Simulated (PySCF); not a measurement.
C2H4F2, SMILES FCCF. Atoms are numbered in the order given.

```xyz
8

F     -1.4521    -0.1686    -0.5464
C     -0.6900     0.3070     0.5047
C      0.6900    -0.3070     0.5047
F      1.4521     0.1686    -0.5464
H     -1.1963     0.0606     1.4671
H     -0.6078     1.4145     0.4219
H      1.1963    -0.0606     1.4671
H      0.6078    -1.4145     0.4219
```
Charge 0, spin multiplicity 1.

Geometry: PBE-D3(BJ)/def2-SVP. One conformer was computed; it need not be the lowest.

Calculation: PBE-D3(BJ)/def2-SVP (PySCF).

No scaling factor is applied to the harmonic values.

Q: Estimate the vibrational spectrum. (The exact figures need the calculation; the answer reports its results.)

A: 
```json
[
 {"mode": "1", "ν (cm⁻¹)": "153", "IR (km/mol)": "2.8", "Raman (Å⁴/amu)": "0.0", "depolarisation": "–", "moving atoms (share of kinetic energy)": "F 69 %, H 16 %, C 15 %"},
 {"mode": "2", "ν (cm⁻¹)": "317", "IR (km/mol)": "0.3", "Raman (Å⁴/amu)": "0.4", "depolarisation": "0.46", "moving atoms (share of kinetic energy)": "F 41 %, H 38 %, C 21 %"},
 {"mode": "3", "ν (cm⁻¹)": "480", "IR (km/mol)": "12.9", "Raman (Å⁴/amu)": "0.6", "depolarisation": "0.75", "moving atoms (share of kinetic energy)": "H 40 %, C 37 %, F 23 %"},
 {"mode": "4", "ν (cm⁻¹)": "860", "IR (km/mol)": "20.4", "Raman (Å⁴/amu)": "5.1", "depolarisation": "0.37", "moving atoms (share of kinetic energy)": "C 45 %, H 38 %, F 18 %"},
 {"mode": "5", "ν (cm⁻¹)": "885", "IR (km/mol)": "31.8", "Raman (Å⁴/amu)": "3.9", "depolarisation": "0.75", "moving atoms (share of kinetic energy)": "H 46 %, C 34 %, F 20 %"},
 {"mode": "6", "ν (cm⁻¹)": "1082", "IR (km/mol)": "51.1", "Raman (Å⁴/amu)": "3.6", "depolarisation": "0.75", "moving atoms (share of kinetic energy)": "C 52 %, F 30 %, H 18 %"},
 {"mode": "7", "ν (cm⁻¹)": "1092", "IR (km/mol)": "5.7", "Raman (Å⁴/amu)": "1.4", "depolarisation": "0.40", "moving atoms (share of kinetic energy)": "C 56 %, H 41 %"},
 {"mode": "8", "ν (cm⁻¹)": "1113", "IR (km/mol)": "80.2", "Raman (Å⁴/amu)": "3.2", "depolarisation": "0.70", "moving atoms (share of kinetic energy)": "C 47 %, F 29 %, H 24 %"},
 {"mode": "9", "ν (cm⁻¹)": "1219", "IR (km/mol)": "4.4", "Raman (Å⁴/amu)": "6.1", "depolarisation": "0.75", "moving atoms (share of kinetic energy)": "H 89 %"},
 {"mode": "10", "ν (cm⁻¹)": "1262", "IR (km/mol)": "1.3", "Raman (Å⁴/amu)": "22.9", "depolarisation": "0.72", "moving atoms (share of kinetic energy)": "H 93 %"},
 {"mode": "11", "ν (cm⁻¹)": "1350", "IR (km/mol)": "10.2", "Raman (Å⁴/amu)": "2.3", "depolarisation": "0.75", "moving atoms (share of kinetic energy)": "H 78 %, C 21 %"},
 {"mode": "12", "ν (cm⁻¹)": "1388", "IR (km/mol)": "18.8", "Raman (Å⁴/amu)": "6.1", "depolarisation": "0.65", "moving atoms (share of kinetic energy)": "H 65 %, C 35 %"},
 {"mode": "13", "ν (cm⁻¹)": "1419", "IR (km/mol)": "10.2", "Raman (Å⁴/amu)": "18.8", "depolarisation": "0.75", "moving atoms (share of kinetic energy)": "H 91 %, C 9 %"},
 {"mode": "14", "ν (cm⁻¹)": "1427", "IR (km/mol)": "3.7", "Raman (Å⁴/amu)": "2.4", "depolarisation": "0.47", "moving atoms (share of kinetic energy)": "H 88 %, C 12 %"},
 {"mode": "15", "ν (cm⁻¹)": "2942", "IR (km/mol)": "15.0", "Raman (Å⁴/amu)": "42.3", "depolarisation": "0.75", "moving atoms (share of kinetic energy)": "H 95 %"},
 {"mode": "16", "ν (cm⁻¹)": "2952", "IR (km/mol)": "41.2", "Raman (Å⁴/amu)": "220.1", "depolarisation": "0.03", "moving atoms (share of kinetic energy)": "H 95 %"},
 {"mode": "17", "ν (cm⁻¹)": "3001", "IR (km/mol)": "20.3", "Raman (Å⁴/amu)": "126.0", "depolarisation": "0.74", "moving atoms (share of kinetic energy)": "H 90 %, C 10 %"},
 {"mode": "18", "ν (cm⁻¹)": "3014", "IR (km/mol)": "47.2", "Raman (Å⁴/amu)": "17.3", "depolarisation": "0.75", "moving atoms (share of kinetic energy)": "H 90 %, C 10 %"}
]
```
